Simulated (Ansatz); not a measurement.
`N[SiH](Cl)O[SiH3]` + `[OH][Al]([SiH3])[Cl]` → `N[SiH]([SiH3])O[SiH3]` + `[OH][Al]([Cl])[Cl]`  (redistribution)

Gas-phase electronic energies from Ansatz, PBE0-D4/def2-TZVP geometries. CCSD(T)/CBS is the MP2 limit (def2-TZVPP, def2-QZVPP) plus CCSD(T) − MP2 in def2-TZVPP, frozen cores. DFT in def2-TZVPP. Each species was taken in one conformer, which may not be the lowest.

| level | ΔE (kcal/mol) |
| --- | --- |
| PBE0 | -4.5 |
| SCS-MP2/def2-TZVPP | -5.5 |

(1) What does CCSD(T)/CBS give? (Estimate.)

Largest T1 diagnostic among the species: 0.012.

Results:

(1) Ansatz gave: -5.3 kcal/mol. The listed levels differ from it by 0.8, -0.2 kcal/mol.
